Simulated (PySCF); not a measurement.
**How methods differ on the ionisation energy of Pd²⁺**

Pd²⁺ [Kr] 4d8 (3F) → Pd³⁺ [Kr] 4d7 (4F), as a difference of total energies. All numbers are calculated (PySCF 2.14, scalar relativity through the core potential, in aug-cc-pVTZ-PP with ECP28MDF (6s6p5d3f2g, 88 functions)). Correlated levels: valence: 4s2 4p6 frozen. The calculations carry no spin-orbit coupling.

| method | ionisation energy (eV) |
| --- | --- |
| UHF | 31.053 |
| MP2 (valence) | 32.707 |
| SCS-MP2 (valence) | 32.729 |
| CCSD (valence) | 32.542 |
| CCSD(T) (valence) | 32.616 |

How much does correlation contribute at CCSD(T) (valence)?

32.616 − (31.053) = 1.563 eV, measured against UHF.

The reference lies between the lowest fine-structure levels, while these numbers refer to the centres of the terms.

Errors of the correlated levels include the incompleteness of this basis and the frozen core.

For comparison: 32.93 eV (semi-empirical (NIST evaluation); NIST Atomic Spectra Database, ionization energies).
